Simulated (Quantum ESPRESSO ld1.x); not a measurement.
Problem. Radial electron density D(r) = 4 pi r^2 rho(r) of an atom or ion with 27 electrons. Method: non-relativistic Kohn-Sham, PW91, spin-unpolarised, spherical densities, point nucleus; computed with ld1.x of Quantum ESPRESSO 7.5.

| r (bohr) | D(r) (e/bohr) |
|---|---|
| 0.003713 | 1.896 |
| 0.005217 | 3.450 |
| 0.00733 | 6.076 |
| 0.0104 | 10.37 |
| 0.01461 | 16.32 |
| 0.02053 | 23.48 |
| 0.02913 | 30.02 |
| 0.04093 | 32.40 |
| 0.05751 | 29.48 |
| 0.08161 | 25.55 |
| 0.1147 | 28.46 |
| 0.1627 | 35.75 |
| 0.2286 | 32.65 |
| 0.3212 | 19.41 |
| 0.4557 | 14.85 |
| 0.6403 | 18.55 |
| 0.8996 | 14.71 |
| 1.277 | 6.543 |
| 1.793 | 2.147 |
| 2.52 | 0.6066 |
| 3.576 | 0.1249 |
| 5.024 | 0.02587 |
| 7.058 | 0.006571 |
| 10.02 | 0.001920 |
| 14.07 | 0.02324 |
| 19.77 | 0.004082 |
| 28.05 | 0.02853 |
| 39.42 | 0.03677 |
| 55.38 | 0.0007575 |

What is the nuclear charge?

Solution. Z = 27. The innermost maximum, from 1s, lies near 1/Z = 0.037 bohr (found: 0.0401), and its height grows with Z. The density is that of neutral cobalt in [Ar] 3d8 6d1; the configuration itself is not fixed sharply by these data, and Z only to about a unit. D(r) has 5 maxima, at r = 0.0401, 0.180, 0.666, 14.9, 34.3 bohr, and minima at 0.0867, 0.421 bohr, inside which lie 2.12, 10.75 electrons.
